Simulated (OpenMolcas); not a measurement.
OpenMolcas run: Ru I

Input:

```
&GATEWAY
Coord
1

Ru 0.0 0.0 0.0
Basis=ANO-RCC-VTZP
Group=XYZ
NoMove
AngMom=0.0 0.0 0.0
AMFI
&SEWARD
* reference wave functions (RASSCF and RASSI steps not shown): 8 electrons in 6 orbitals (4d 5s)
>>> COPY JOB001 $Project.JobIph
&CASPT2
Multistate=15 1 2 3 4 5 6 7 8 9 10 11 12 13 14 15
Frozen=9 9
IPEA=0.25
Imaginary=0.1
MaxIter=60
WThr=0.0 0.3 0.05
PrWF=0.5
NoMix
>>> COPY JOB002 $Project.JobIph
&CASPT2
Multistate=75 1 2 3 4 5 6 7 8 9 10 11 12 13 14 15 16 17 18 19 20 21 22
23 24 25 26 27 28 29 30 31 32 33 34 35 36 37 38 39 40 41 42 43 44 45 46
47 48 49 50 51 52 53 54 55 56 57 58 59 60 61 62 63 64 65 66 67 68 69 70
71 72 73 74 75
NoMult
Frozen=9 9
IPEA=0.25
Imaginary=0.1
MaxIter=60
WThr=0.0 0.3 0.05
PrWF=0.5
NoMix
>>> COPY JOB003 $Project.JobIph
&CASPT2
Multistate=57 1 2 3 4 5 6 7 8 9 10 11 12 13 14 15 16 17 18 19 20 21 22
23 24 25 26 27 28 29 30 31 32 33 34 35 36 37 38 39 40 41 42 43 44 45 46
47 48 49 50 51 52 53 54 55 56 57
Frozen=9 9
IPEA=0.25
Imaginary=0.1
MaxIter=60
WThr=0.0 0.3 0.05
PrWF=0.5
NoMix
```

Launched by
```bash
OMP_NUM_THREADS=1 MOLCAS_MEM=1689 MOLCAS_PROJECT=a pymolcas a.inp > a.log  # once for each step of the input, in one work folder
```

Output, cut to the results:

```
--- CASPT2 ---
Orbital specifications:
      -----------------------

      Symmetry species                           1   2
                                                ag  au
      Frozen orbitals                            9   9
      Inactive orbitals                          0   0
      Active orbitals                            6   0
      Secondary orbitals                        21  23
      Deleted orbitals                           0   0
      Number of basis functions                 36  32
Type of calculation                        MS-CASPT2
      Fock operator                              state-specific
      IPEA shift                                 0.25
      Real shift                                 0.00
      Imaginary shift                            0.10
      The input orbitals will be transformed to quasi-canonical
Reference energy:       -4527.3379934945
      E2 (Non-variational):      -0.2008539134
      Shift correction:          -0.0003518256
      E2 (Variational):          -0.2012057390
      Total energy:           -4527.5391992335
      Residual norm:              0.0000001526
      Reference weight:           0.93656
      Contributions to the CASPT2 correlation energy
      Active & Virtual Only:         -0.2008539134
      One Inactive Excited:           0.0000000000
      Two Inactive Excited:           0.0000000000
Reference energy:       -4527.3379934945
      E2 (Non-variational):      -0.2000019387
      Shift correction:          -0.0003388222
      E2 (Variational):          -0.2003407609
      Total energy:           -4527.5383342554
      Residual norm:              0.0000001657
      Reference weight:           0.93737
      Contributions to the CASPT2 correlation energy
      Active & Virtual Only:         -0.2000019387
      One Inactive Excited:           0.0000000000
      Two Inactive Excited:           0.0000000000
::    CASPT2 Root  1     Total energy:  -4527.53919923
::    CASPT2 Root  2     Total energy:  -4527.53833426
::    CASPT2 Root  3     Total energy:  -4527.53858488
::    CASPT2 Root  4     Total energy:  -4527.53876305
::    CASPT2 Root  5     Total energy:  -4527.53982000
::    CASPT2 Root  6     Total energy:  -4527.53900608
::    CASPT2 Root  7     Total energy:  -4527.53877594
::    CASPT2 Root  8     Total energy:  -4527.51520768
::    CASPT2 Root  9     Total energy:  -4527.51525143
::    CASPT2 Root 10     Total energy:  -4527.51522429
::    CASPT2 Root 11     Total energy:  -4527.51521380
::    CASPT2 Root 12     Total energy:  -4527.51520190
::    CASPT2 Root 13     Total energy:  -4527.50082617
::    CASPT2 Root 14     Total energy:  -4527.50082619
::    CASPT2 Root 15     Total energy:  -4527.50082622
::    MS-CASPT2 Root  1     Total energy:  -4527.54026688
::    MS-CASPT2 Root  2     Total energy:  -4527.53987033
::    MS-CASPT2 Root  3     Total energy:  -4527.53911334
::    MS-CASPT2 Root  4     Total energy:  -4527.53893564
::    MS-CASPT2 Root  5     Total energy:  -4527.53836427
::    MS-CASPT2 Root  6     Total energy:  -4527.53820783
::    MS-CASPT2 Root  7     Total energy:  -4527.53785829
::    MS-CASPT2 Root  8     Total energy:  -4527.51525506
::    MS-CASPT2 Root  9     Total energy:  -4527.51522877
::    MS-CASPT2 Root 10     Total energy:  -4527.51521780
::    MS-CASPT2 Root 11     Total energy:  -4527.51520018
::    MS-CASPT2 Root 12     Total energy:  -4527.51519360
::    MS-CASPT2 Root 13     Total energy:  -4527.50079227
::    MS-CASPT2 Root 14     Total energy:  -4527.50077944
::    MS-CASPT2 Root 15     Total energy:  -4527.50077743
--- CASPT2 ---
Orbital specifications:
      -----------------------

      Symmetry species                           1   2
                                                ag  au
      Frozen orbitals                            9   9
      Inactive orbitals                          0   0
      Active orbitals                            6   0
      Secondary orbitals                        21  23
      Deleted orbitals                           0   0
      Number of basis functions                 36  32
Type of calculation                        SS-CASPT2
      Fock operator                              state-specific
      IPEA shift                                 0.25
      Real shift                                 0.00
      Imaginary shift                            0.10
      The input orbitals will be transformed to quasi-canonical
Reference energy:       -4527.2957736395
      E2 (Non-variational):      -0.2168100963
      Shift correction:          -0.0010950703
      E2 (Variational):          -0.2179051666
      Total energy:           -4527.5136788061
      Residual norm:              0.0000001573
      Reference weight:           0.91464
      Contributions to the CASPT2 correlation energy
      Active & Virtual Only:         -0.2168100963
      One Inactive Excited:           0.0000000000
      Two Inactive Excited:           0.0000000000
Reference energy:       -4527.2957736395
      E2 (Non-variational):      -0.2169748006
      Shift correction:          -0.0010667046
      E2 (Variational):          -0.2180415053
      Total energy:           -4527.5138151448
      Residual norm:              0.0000001485
      Reference weight:           0.91483
      Contributions to the CASPT2 correlation energy
      Active & Virtual Only:         -0.2169748006
      One Inactive Excited:           0.0000000000
      Two Inactive Excited:           0.0000000000
::    CASPT2 Root  1     Total energy:  -4527.51367881
::    CASPT2 Root  2     Total energy:  -4527.51381514
::    CASPT2 Root  3     Total energy:  -4527.51343741
::    CASPT2 Root  4     Total energy:  -4527.51348281
::    CASPT2 Root  5     Total energy:  -4527.51371618
::    CASPT2 Root  6     Total energy:  -4527.51273560
::    CASPT2 Root  7     Total energy:  -4527.51343835
::    CASPT2 Root  8     Total energy:  -4527.48161466
::    CASPT2 Root  9     Total energy:  -4527.48162506
...
```

Levels above the lowest, from the spin-orbit matrix with the single-state CASPT2 energies, averaged by term, on its diagonal:

```json
{"Configuration": "4d⁷ 5s", "Term": "⁵F", "J": "5", "E (cm⁻¹)": "0.0", "Measured (cm⁻¹)": "0.0", "g": "1.399", "Term weight %": "99", "Second": ""}
{"Configuration": "4d⁷ 5s", "Term": "⁵F", "J": "4", "E (cm⁻¹)": "1203", "Measured (cm⁻¹)": "1191", "g": "1.348", "Term weight %": "98", "Second": ""}
{"Configuration": "4d⁷ 5s", "Term": "⁵F", "J": "3", "E (cm⁻¹)": "2150", "Measured (cm⁻¹)": "2092", "g": "1.249", "Term weight %": "99", "Second": ""}
{"Configuration": "4d⁷ 5s", "Term": "⁵F", "J": "2", "E (cm⁻¹)": "2800", "Measured (cm⁻¹)": "2713", "g": "1.001", "Term weight %": "99", "Second": ""}
{"Configuration": "4d⁷ 5s", "Term": "⁵F", "J": "1", "E (cm⁻¹)": "3210", "Measured (cm⁻¹)": "3105", "g": "0.007", "Term weight %": "98", "Second": ""}
{"Configuration": "4d⁶ 5s²", "Term": "⁵D", "J": "4", "E (cm⁻¹)": "5450", "Measured (cm⁻¹)": "7483", "g": "1.421", "Term weight %": "68", "Second": "30 4d⁷ 5s ³F(1)"}
{"Configuration": "4d⁷ 5s", "Term": "³F(1)", "J": "4", "E (cm⁻¹)": "6060", "Measured (cm⁻¹)": "", "g": "1.324", "Term weight %": "67", "Second": "30 4d⁶ 5s² ⁵D"}
{"Configuration": "4d⁶ 5s²", "Term": "⁵D", "J": "3", "E (cm⁻¹)": "6660", "Measured (cm⁻¹)": "8575", "g": "1.476", "Term weight %": "94", "Second": "5 4d⁷ 5s ³F(1)"}
{"Configuration": "4d⁶ 5s²", "Term": "⁵D", "J": "2", "E (cm⁻¹)": "7290", "Measured (cm⁻¹)": "9058", "g": "1.491", "Term weight %": "96", "Second": "2 4d⁷ 5s ³P(1)"}
{"Configuration": "4d⁷ 5s", "Term": "³F(1)", "J": "3", "E (cm⁻¹)": "7510", "Measured (cm⁻¹)": "", "g": "1.108", "Term weight %": "92", "Second": "6 4d⁶ 5s² ⁵D"}
{"Configuration": "4d⁶ 5s²", "Term": "⁵D", "J": "1", "E (cm⁻¹)": "7700", "Measured (cm⁻¹)": "9073", "g": "1.501", "Term weight %": "97", "Second": ""}
{"Configuration": "4d⁶ 5s²", "Term": "⁵D", "J": "0", "E (cm⁻¹)": "7890", "Measured (cm⁻¹)": "9492", "g": "", "Term weight %": "97", "Second": ""}
{"Configuration": "4d⁷ 5s", "Term": "³F(1)", "J": "2", "E (cm⁻¹)": "8400", "Measured (cm⁻¹)": "", "g": "0.703", "Term weight %": "93", "Second": "3 ¹D"}
{"Configuration": "4d⁷ 5s", "Term": "⁵P", "J": "2", "E (cm⁻¹)": "9380", "Measured (cm⁻¹)": "8044", "g": "1.749", "Term weight %": "78", "Second": "17 ³P(1)"}
{"Configuration": "4d⁷ 5s", "Term": "⁵P", "J": "3", "E (cm⁻¹)": "9420", "Measured (cm⁻¹)": "8771", "g": "1.665", "Term weight %": "99", "Second": ""}
{"Configuration": "4d⁷ 5s", "Term": "⁵P", "J": "1", "E (cm⁻¹)": "10210", "Measured (cm⁻¹)": "9620", "g": "2.391", "Term weight %": "89", "Second": "7 ³P(1)"}
{"Configuration": "4d⁷ 5s", "Term": "³P(1)", "J": "2", "E (cm⁻¹)": "12230", "Measured (cm⁻¹)": "", "g": "1.533", "Term weight %": "73", "Second": "16 ⁵P"}
{"Configuration": "4d⁷ 5s", "Term": "³G", "J": "5", "E (cm⁻¹)": "13380", "Measured (cm⁻¹)": "", "g": "1.194", "Term weight %": "94", "Second": "4 ³H"}
{"Configuration": "4d⁷ 5s", "Term": "³P(1)", "J": "1", "E (cm⁻¹)": "13910", "Measured (cm⁻¹)": "", "g": "1.526", "Term weight %": "75", "Second": "10 ⁵P"}
{"Configuration": "4d⁷ 5s", "Term": "³G", "J": "4", "E (cm⁻¹)": "13950", "Measured (cm⁻¹)": "", "g": "1.036", "Term weight %": "85", "Second": "7 ¹G"}
{"Configuration": "4d⁷ 5s", "Term": "³P(1)", "J": "0", "E (cm⁻¹)": "14170", "Measured (cm⁻¹)": "", "g": "", "Term weight %": "56", "Second": "43 ³P(2)"}
{"Configuration": "4d⁷ 5s", "Term": "³G", "J": "3", "E (cm⁻¹)": "14820", "Measured (cm⁻¹)": "", "g": "0.755", "Term weight %": "98", "Second": ""}
{"Configuration": "4d⁷ 5s", "Term": "³P(2)", "J": "1", "E (cm⁻¹)": "14900", "Measured (cm⁻¹)": "", "g": "1.455", "Term weight %": "78", "Second": "12 ³P(1)"}
{"Configuration": "4d⁷ 5s", "Term": "³P(2)", "J": "2", "E (cm⁻¹)": "15180", "Measured (cm⁻¹)": "", "g": "1.436", "Term weight %": "80", "Second": "13 ¹D"}
```

Against the 12 measured excited levels shown (NIST Handbook of Basic Atomic Spectroscopic Data) the mean absolute deviation is 960 cm-1; the largest miss in energy is 4d⁶ 5s² ⁵D₄ [68 %]: computed 5450, measured 7483 cm⁻¹ (-27.1 %). Levels of one J stand in another order than measured, so their pairing by name is doubtful.

CASPT2 breaks the degeneracy within a term, and the mean is taken; among the terms shown or strongly mixed into the levels shown the widest spread is 330 cm-1 (4d⁷ 5s ⁵F). Terms from blocks run as CI alone lack orbitals of their own. Configurations are named by rounded mean occupations; where the s occupation lies near a half they are strongly mixed, a name can repeat and a true partner stay unpaired. A single d shell beside an s shell can misplace configurations of different d count against each other. Some terms miss by over 15 % even with CASPT2, which points to a basis or an active space too small for the shells correlated. Measured partners are found by configuration, term and J. A level has none where our copy of the source lacks it or the pairing is in doubt (some pairs that miss far off the trend of their configuration count as doubtful), and it then counts in no deviation. Only configurations of the active space appear. The first state left out of the spin-orbit step lies near 35000 cm-1 above the lowest spin-free state of the reference (among the parities and spins computed), and the list stops at four fifths of that energy or lower. The table shows the lowest 24 of 50 levels.

The term weight is that of the spin-free term in the level, not the purity of its configuration. A share in square brackets marks a mixed level and gives the weight of the term that names it. A number in round brackets counts repeated terms of one configuration in the order of the reference energies.
